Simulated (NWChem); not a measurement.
System: HfCl3F; SMILES [Cl][Hf]([Cl])([Cl])[F]

The following NWChem deck was run.

```
start job
memory heap 200 mb stack 900 mb global 1100 mb
geometry units angstroms
  Hf    -0.012220    -0.006516     0.010454
  F      1.301364     0.681377    -1.093425
  Cl     1.365003    -0.873947     1.578203
  Cl    -0.944146    -1.405500    -1.500300
  Cl    -1.056787     1.947649     0.455639
end
basis spherical
  * library def2-svp
end
ecp
  Hf library def2-ecp
end
dft
  xc pbe0
  iterations 150
end
driver
  maxiter 120
end
task dft optimize
dft
  grid fine
  convergence energy 1d-8 density 1d-7
end
task dft freq numerical
```

def2 effective core potentials on Hf; no spin-orbit coupling.

The level has its own optimisation; frequencies are unscaled.

Q: What results follow from this input? (PBE0/def2-SVP with def2 effective core potentials on Hf.) Quantities: r F–Hf (Å); r Cl–Hf (Å); highest harmonic frequency (cm⁻¹); lowest (cm⁻¹); zero-point energy (kcal/mol).

A: r F–Hf (Å): 1.890
r Cl–Hf (Å): 2.333
highest harmonic frequency (cm⁻¹): 686
lowest (cm⁻¹): 96
zero-point energy (kcal/mol): 3.5
